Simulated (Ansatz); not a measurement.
Start from `N=C=[CH][GaH][SiH3]` and change one atom or group to get `N=C=C[SiH2][GeH3]`.

Ansatz, PBE0-D4/def2-TZVP geometries, multiplicity 1. Each molecule was computed in one conformer, which needn't be the lowest.

Scalar relativity is left out up to krypton.

| property | `N=C=[CH][GaH][SiH3]` |
| --- | --- |
| size of the dipole moment (PBE/def2-TZVPP) / D | 1.51 |
| size of the dipole moment (B3LYP/def2-TZVPP) / D | 1.50 |
| HOMO energy (PBE/def2-TZVPP) / eV | -6.08 |
| HOMO energy (PBE0/def2-TZVPP) / eV | -7.17 |
| LUMO energy (PBE0/def2-TZVPP) / eV | -1.81 |
| LUMO energy (ωB97M-V/def2-TZVPP) / eV | -0.09 |

Q: What does the change do to each property? (An estimate is asked.)

A: Computed: 
| property | `N=C=C[SiH2][GeH3]` | shift |
| --- | --- | --- |
| size of the dipole moment (PBE/def2-TZVPP) / D | 1.24 | -0.27 |
| size of the dipole moment (B3LYP/def2-TZVPP) / D | 1.22 | -0.28 |
| HOMO energy (PBE/def2-TZVPP) / eV | -5.83 | 0.25 |
| HOMO energy (PBE0/def2-TZVPP) / eV | -6.94 | 0.23 |
| LUMO energy (PBE0/def2-TZVPP) / eV | -0.35 | 1.46 |
| LUMO energy (ωB97M-V/def2-TZVPP) / eV | 1.69 | 1.78 |

With PBE0 the HOMO rises by 0.23 eV and the LUMO rises by 1.46 eV, so the gap widens by about 1.23 eV. PBE moves the HOMO by 0.25 eV and ωB97M-V by 0.27 eV. Dipoles are sizes alone; their direction can turn.

B3LYP here is the variant with VWN-RPA as its local correlation; programs differ in this.

Positive LUMOs are unbound, so they and the gaps depend on the basis.
